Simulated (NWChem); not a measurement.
C2H6B, doublet; SMILES C[B]C

Computed with NWChem. Pople sets run with spherical d functions. Spin-unrestricted. In the optimisation the excess spin sits in a (C2, its own frame). Coordinates come from a PBE0/def2-SVP, spin-unrestricted optimisation. No stability test was run on the SCF state. Total energies compare along this basis series because the functional is fixed.

```csv
level,basis functions,energy (Ha),highest occupied level (eV),"lowest empty minus highest occupied level, either spin (eV)",dipole (D)
B3LYP/STO-3G,21,-103.3311,?,?,?
B3LYP/3-21G,39,-104.0373,-4.34,3.73,0.95
B3LYP/6-31G*,54,-104.6026,-4.32,3.81,0.80
B3LYP/6-31+G*,66,-104.6099,-4.65,3.46,1.02
B3LYP/6-311G**,90,-104.6398,-4.65,3.70,0.91
B3LYP/6-311++G**,108,-104.6409,-4.72,3.46,1.01
B3LYP/def2-TZVPD,165,-104.6506,-4.72,3.47,0.99
```

Problem. Complete the blanks.

Solution. 
- B3LYP/STO-3G, highest occupied level (eV): -2.29
- B3LYP/STO-3G, lowest empty minus highest occupied level, either spin (eV): 4.55
- B3LYP/STO-3G, dipole (D): 0.24
